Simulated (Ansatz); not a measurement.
Geometry optimisation, RKS LDA/def2-SVPD (Ansatz 0.2.0).

input.yaml

```yaml
crystal:
  periodic: [false, false, false]
  atoms:
    - { symbol: Al, position_ang: [-0.069361, -0.54337, -0.447746] }
    - { symbol: C, position_ang: [-0.030656, -0.128342, 2.685525] }
    - { symbol: H, position_ang: [-0.961134, -0.094355, 3.281933] }
    - { symbol: H, position_ang: [0.834961, -0.399144, 3.318442] }
    - { symbol: H, position_ang: [0.150027, 0.865169, 2.227975] }
    - { symbol: H, position_ang: [1.412335, -0.002746, -0.577043] }
    - { symbol: H, position_ang: [-1.423362, 0.259413, -0.608909] }
    - { symbol: Br, position_ang: [-0.290636, -2.869769, -0.029855] }
    - { symbol: H, position_ang: [-0.146374, -0.935556, 1.925177] }
basis:
  gaussian: { orbitals: def2-SVPD }
hamiltonian:
  xc: lda
relax:
  f_tol: 0.03
  max_steps: 50
```

Command:

```bash
$ ansatz run input.yaml --threads 4 --pin off --max-ram 5120MiB --backend cpu --events-out ev --progress --plain --runs-dir out
```

**Question.** Where does it end, and by what steps?

**Answer.** It converged. After 6 steps the energy has fallen by 0.208 eV; H5 moved furthest, 0.45 Å.

```tsv
step	energy less start (eV)	largest force component (eV/Å)	accepted
0	0.0000	1.081	yes
1	-0.1215	0.189	yes
2	-0.1758	0.192	yes
3	-0.1980	0.273	yes
4	-0.2073	0.115	yes
5	-0.2080	0.033	yes
6	-0.2082	0.009	yes
```

```xyz
9
Properties=species:S:1:pos:R:3
Al -0.063 -0.536 -0.055
C -0.038 -0.163 2.481
H -0.962 0.028 3.057
H 0.847 -0.250 3.139
H 0.132 0.703 1.805
H 1.412 0.028 -0.241
H -1.403 0.305 -0.221
Br -0.287 -2.806 -0.172
H -0.162 -1.158 1.982
```

Whether the end is a true minimum wasn't checked by a vibrational analysis.

The run took 7.7 s on 4 threads of Arm Neoverse V1, on a shared host, peak memory 0.18 GiB.
